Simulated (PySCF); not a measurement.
Computed XPS line lists of a few unrelated compounds.

Theory: delta-SCF UKS SCAN, pcX-2 on the ionised atom, pcseg-1 elsewhere, spin-free X2C (PySCF 2.14.0). Geometries: PBE0-D3(BJ)/def2-SVP; isolated species, one conformer each.

Line lists (1s up to Mg, 2p3/2 beyond, nothing for Br or Ge; areas count atoms within a level, one atom standing for each set equivalent by bonding):
1. C 1s: 290.25 (area 1), 290.35 (area 1), 290.43 (area 1), 290.46 (area 1), 291.18 (area 1), 291.47 (area 1) eV; N 1s: 404.69 eV
2. B 1s: 194.88 (area 1), 194.89 (area 1) eV; C 1s: 289.64 (area 2), 289.71 (area 2), 290.03 (area 1), 290.71 (area 2) eV
3. C 1s: 290.71 eV

Structures:
A. `[CH3][GeH2][Br]`
B. `C=N[C@H](C)CCC`
C. `B1C=CB(C2CC2)C=C1`

Problem. Which list belongs to which compound?

Solution. 
- 1 = B: no other candidate has this set of levels. C 1s: 290.25 chain CH2 carbon, 290.35 chain CH2 carbon, 290.43 methyl carbon, 290.46 methyl carbon, 291.18 sp3 carbon bound to nitrogen, 291.47 imine carbon; N 1s: 404.69 imine nitrogen.
- 2 = C: no other candidate has this set of levels. B 1s: 194.88 ring boron, 194.89 ring boron; C 1s: 289.64 unsaturated ring CH carbon (×2), 289.71 unsaturated ring CH carbon (×2), 290.03 sp3 carbon bound to boron, 290.71 three-membered-ring carbon (×2).
- 3 = A: no other candidate has this set of levels. C 1s: 290.71 sp3 carbon bound to germanium.

1 of these hole states is spin-contaminated (⟨S²⟩ 0.94, against 0.75; counted from 0.85) and less certain.
